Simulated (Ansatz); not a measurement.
Total energies of (I2In-mu-NH2)2 (In2I4N2H4) from Ansatz at PBE0-D4/def2-SVP, gas phase (1 Eh = 27.2114 eV = 2625.5 kJ/mol). The reference geometry is relaxed at r2SCAN-D4/def2-SVP.

```tsv
atom	x (Å)	y (Å)	z (Å)
In1	0.4197	0.6905	1.4363
I2	0.6061	3.3627	1.5184
I3	0.8650	-0.9403	3.5159
N4	1.4247	-0.0890	-0.3735
In5	-0.4197	-0.6894	-1.4368
I6	-0.6076	-3.3614	-1.5257
I7	-0.8639	0.9469	-3.5123
N8	-1.4246	0.0869	0.3745
H9	1.9742	0.6168	-0.8731
H10	2.0611	-0.8694	-0.1845
H11	-2.0628	0.8661	0.1867
H12	-1.9722	-0.6204	0.8741
```

```
                 state   geometry  energy (Eh)
      charge 0 singlet  reference  -1683.16650
      charge 1 doublet  reference  -1682.83702
     charge -1 doublet  reference  -1683.20675
free In atom (doublet)          –   -190.10951
 free I atom (doublet)          –   -297.68435
 free N atom (quartet)          –    -54.47898
 free H atom (doublet)          –     -0.50029
```

In the def2 sets I, In take a core potential; there is no spin–orbit coupling.

Problem. Work out the vertical ionisation energy to the doublet.

Solution. E(charge 1 doublet) − E(charge 0 singlet) = -1682.83702 − (-1683.16650) = 0.32948 Eh = 8.97 eV. For comparison, −ε of the highest occupied level is 7.59 eV at this level, 1.38 eV less.

Problem. Work out the vertical electron affinity, to the doublet.

Solution. E(charge 0 singlet) − E(charge -1 doublet) = -1683.16650 − (-1683.20675) = 0.04025 Eh = 1.10 eV. The basis lacks diffuse functions, which makes affinities too small.

Problem. Give the fundamental gap IE − EA, the Mulliken electronegativity (IE + EA)/2 and the hardness (IE − EA)/2.

Solution. From the values in Eh: IE − EA = 0.32948 − 0.04025 = 0.28923 Eh = 7.87 eV; (IE + EA)/2 = 5.03 eV; (IE − EA)/2 = 3.94 eV. The HOMO–LUMO gap of the same run is 5.22 eV, 2.65 eV smaller than the fundamental gap.

Problem. What is the binding energy per atom against free atoms?

Solution. Atoms: 2 × (-190.10951) + 4 × (-297.68435) + 2 × (-54.47898) + 4 × (-0.50029) = -1681.91554 Eh. Binding: -1681.91554 − (-1683.16650) = 1.25096 Eh = 34.04 eV, or 2.84 eV for each of 12 atoms (no zero-point energy, no counterpoise term).

At PBE0-D4/def2-SVP the highest occupied level of the charge -1 doublet lies above zero (up to 0.21 eV). By energy differences its removal costs 1.10 eV (vertical, to the charge 0 singlet, at PBE0-D4/def2-SVP); self-interaction error and the lack of diffuse functions both raise the level.
